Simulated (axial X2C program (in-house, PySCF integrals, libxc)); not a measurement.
## HCSb: properties at the nuclei

Calculated with an axial X2C code built on PySCF integrals: two-component X2C with atomic mean-field Coulomb and Gaunt terms, Gaussian nuclei, basis H dyall-v3z, C dyall-v3z, Sb dyall-v3z with contracted cores.

H–C–Sb held linear, with bonds 1.080 and 1.843 Å (near the PBE0 minimum at charge 0 of the determinant lowest at the starting distance; the state shown can have its own minimum elsewhere, held linear; other orders of the atoms were not compared).

Determinant lowest in the PBE0 search, Ω = 0 (closed shell), highest spinor 51% C p, 42% Sb p, 3% H p:

| level | qzz H (a.u.) | qzz C (a.u.) | qzz Sb (a.u.) | μ (D) |
| --- | --- | --- | --- | --- |
| PBE0 | 0.31 | -0.39 | -3.57 | 0.82 |
| HF | 0.31 | -0.52 | -3.97 | 0.77 |
| LDA | 0.32 | -0.36 | -3.45 | 0.72 |

qzz is the electric field gradient, eQq0 = 234.96 MHz × Q/barn × qzz; μ is positive if the Sb end (last atom) is positive. The operators were transformed with the bare-nucleus X2C matrices; with these basis sets, hyperfine constants and field gradients can be off by tens of per cent, and where levels differ in sign neither size nor sign is settled.

**Question.** With Q(121Sb) = -0.543 barn (Q from Pyykkö, Mol. Phys. 2018), turn the PBE0 values of the first state into constants in MHz.

**Answer.** eQq0(121Sb) = 234.96 × (-0.543) × (-3.57) = 455 MHz.

The molecule was held linear; bending was not examined, so a bent shape may lie lower.

Each state is one determinant with collinear spin. The search compared states at one distance, so a state with another bond length can lie lower. Further determinants of the search, some of them spin-mixed, are not shown.
